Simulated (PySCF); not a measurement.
Fill in the blanks.

Species: C5H5F4N.
InChI=1S/C5H5F4N/c6-4(7)1-3(10)5(8,9)2-4/h10H,1-2H2/b10-3-

| property | level | value |
| --- | --- | --- |
| point group of the GFN2-xTB geometry | GFN2-xTB | C1 |
| rotational constants A, B, C of the GFN2-xTB geometry | GFN2-xTB | ? |
| dipole moment | PBE0/def2-SVPD | ? |
| HOMO energy | PBE0/def2-SVPD | ? |
| LUMO energy | PBE0/def2-SVPD | -1.50 eV |
| lowest singlet excitation | TDDFT PBE0/def2-SVPD | 4.73 eV (262 nm, f = 0.002) |
| strongest line among the 6 lowest singlet transitions | TDDFT PBE0/def2-SVPD | S4 at 7.75 eV (160 nm, f = 0.136) |
| lowest triplet excitation (Tamm–Dancoff) | TDA PBE0/def2-SVPD | ? |
| static isotropic polarisability | PBE0/def2-SVPD | 65.8 au |
| electronic spatial extent ⟨r²⟩ about the centre of nuclear charge | PBE0/def2-SVPD | ? |
| 13C chemical shifts (computed TMS as zero) by class | GIAO PBE0/pcSseg-1 | ? |
| 1H chemical shifts (computed TMS as zero) by class | GIAO PBE0/pcSseg-1 | 11.74 (1 H), 3.36 (2 H), 3.21 (2 H) ppm |
| isotropic shieldings of nuclei other than C and H, by class | GIAO PBE0/pcSseg-1 | ? |

Gas-phase values; electronic properties from PySCF, density fitting. Geometry: GFN2-xTB, one conformer, isolated molecule. NMR classes are plain means over equivalent atoms (diastereotopic ones count apart unless rotation or inversion swaps them), as if these changed places fast; in this geometry the members of some classes differ.

(1) What is the dipole moment?

(2) What are the 13C chemical shifts (computed TMS as zero) by class?

(3) What is the lowest triplet excitation (Tamm–Dancoff)?

(4) Give the isotropic shieldings of nuclei other than C and H, by class.

(5) The electronic spatial extent ⟨r²⟩ about the centre of nuclear charge?

(6) What is the HOMO energy?

(7) Give the rotational constants A, B, C of the GFN2-xTB geometry.

Results:

(1) 0.87 D.

(2) 178.2 (1 C), 129.9 (1 C), 123.5 (1 C), 52.5 (1 C), 49.2 (1 C) ppm.

(3) 3.93 eV.

(4) -82 (1 N), 275 (2 F), 283 (2 F) ppm.

(5) 1278 bohr².

(6) -8.17 eV.

(7) 2.094, 1.037, 0.927 GHz.

The polarisability is 9.74 Å³ as a volume (1 au = 0.148185 Å³), or 0.84 au for each of the 78 electrons. The vertical singlet–triplet gap S1 − T1 is 0.80 eV (TDDFT singlet less Tamm–Dancoff triplet; S1: HOMO→LUMO, weight 0.99; T1: HOMO→LUMO, weight 0.97). In atomic units the dipole is 0.34 e·bohr (1 au = 2.5417 D). With B = h/(8π²I), that is 505.379 GHz u Å² over I, the principal moments of inertia are 241.4, 487.5 and 545.1 u Å² (most abundant isotopes). The rotational constants make it an asymmetric top with κ = (2B − A − C)/(A − C) = -0.81, nearer the prolate limit (−1).

For the NMR shielding job (PBE0/pcSseg-1), on Arm Neoverse N1, one thread (shared host), this took 55 s wall.
